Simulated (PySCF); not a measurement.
## Ions at one geometry of BiSF

PySCF 2.14.0, RKS PBE0, Bi def2-SVP with ECP60, S def2-SVP, F def2-SVP; non-relativistic Hamiltonian with scalar-relativistic core potentials where named; density fitting; no spin-orbit coupling; singlets restricted, open shells unrestricted. The geometry is relaxed for charge 0, singlet, vacuum:

```xyz
3

Bi   -0.1201    0.0000   -0.4924
S     1.7229    0.0000    0.8913
F    -1.7094    0.0000    0.8041
```

Energies count from the relaxed state; an electron taken off or put on is at rest in vacuum. Charges and spins are Mulliken's.

```csv
state,energy (eV),spin squared,charge on Bi1 (e),spin on Bi1 (e),dipole about the centre of mass (D)
"charge 0, singlet, vacuum",0.00,0.00,0.80,0.00,4.17
"charge -1, doublet, vacuum",-1.45,0.75,0.20,0.70,5.13
```

Q: What does the state charge +1, doublet, vacuum give?

A: energy (eV) 9.32, spin squared 0.76, charge on Bi1 (e) 1.23, spin on Bi1 (e) -0.10, dipole about the centre of mass (D) 3.35.

With an electron taken off (doublet) the charges change, summed by element, by Bi +0.44 e, S +0.46 e, F +0.10 e. The vertical ionisation energy is 9.32 eV, against −ε(HOMO) = 7.22 eV of the relaxed state. The level lies 2.1 eV too high, as is usual for semilocal functionals and global hybrids, which keep a self-interaction error.

With an electron put on (doublet) the charges change, summed by element, by Bi -0.60 e, S -0.32 e, F -0.08 e. The vertical electron affinity is 1.45 eV, against −ε(LUMO) = 3.59 eV of the relaxed state. The basis has no diffuse functions, which an added electron needs. The added electron's level lies above zero.

Open shells may have lower solutions than those found.
